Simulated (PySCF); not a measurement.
Molfile (atoms numbered from 1):
```
C5H4ClOS
     RDKit          3D

 12 12  0  0  0  0  0  0  0  0999 V2000
   -1.6513   -0.5083   -0.0351 C   0  0  0  0  0  0  0  0  0  0  0  0
   -0.2986    0.1251    0.0488 C   0  0  0  0  0  0  0  0  0  0  0  0
   -0.0689    1.4193    0.3729 C   0  0  0  0  0  0  0  0  0  0  0  0
    1.6307    1.8141    0.3738 S   0  0  0  0  0  0  0  0  0  0  0  0
    2.1020    0.0822   -0.1074 C   0  0  0  0  0  0  0  0  0  0  0  0
    3.2750   -0.2343   -0.2616 O   0  0  0  0  0  0  0  0  0  0  0  0
    0.8977   -0.5838   -0.2082 C   0  0  0  0  0  0  0  0  0  0  0  0
    0.8693   -2.2736   -0.6488 Cl  0  0  0  0  0  0  0  0  0  0  0  0
   -2.4269    0.2188    0.2031 H   0  0  0  0  0  0  0  0  0  0  0  0
   -1.8245   -0.8983   -1.0391 H   0  0  0  0  0  0  0  0  0  0  0  0
   -1.7208   -1.3451    0.6612 H   0  0  0  0  0  0  0  0  0  0  0  0
   -0.7825    2.1832    0.6144 H   0  0  0  0  0  0  0  0  0  0  0  0
  1  2  1  0
  2  3  2  0
  3  4  1  0
  4  5  1  0
  5  6  1  0
  5  7  2  0
  7  8  1  0
  7  2  1  0
  1  9  1  0
  1 10  1  0
  1 11  1  0
  3 12  1  0
M  CHG  1   6  -1
M  END
```

Geometry: GFN2-xTB; GIAO shifts from PySCF 2.14, gas phase, non-relativistic, averaged over equivalent atoms.

At wB97X/pcSseg-1 (170 basis functions, about 100 core-seconds):
```tsv
atoms	δ (ppm)
C5	182.4
C2	136.5
C3	88.6
C7	88.2
C1	20.1
O6	319.4
H12	4.29
H9/H10/H11	1.73
```

References, each an isolated molecule treated in the same way: ¹³C (σ = 189.62 ppm) and ¹H (σ = 31.81 ppm) vs TMS; ¹⁷O (σ = 337.45 ppm) vs H2O.

Question: Estimate the result of repeating the calculation with PBE0/pcSseg-1.

Answer: 
```
     atoms  δ at PBE0/pcSseg-1  change
        C5               177.8    -4.6
        C2               132.0    -4.5
        C3                88.1    -0.5
        C7                90.7    +2.5
        C1                20.8    +0.7
        O6               328.8    +9.4
       H12                4.40   +0.11
H9/H10/H11                1.79   +0.06
```

Chemical shifts δ = σref − σ; ¹³C (σref 186.93), ¹H (σref 31.72) against TMS; H2O for ¹⁷O (σref 336.08), all at this level.

The largest change is at O6 (oxygen bonded to C). Cost: 170 basis functions, about 60 core-seconds. The order of the carbon signals changes between the two levels.

Carbons that carry Cl, above all several Cl atoms, come out too deshielded, partly because spin–orbit coupling is missing. Unscaled 17O shifts of doubly bonded oxygen tend to come out too high, by tens of ppm or more. Experimental scales use liquid or dissolved standards, which lie at an offset from isolated H2O (liquid H2O: subtract about 36 ppm).
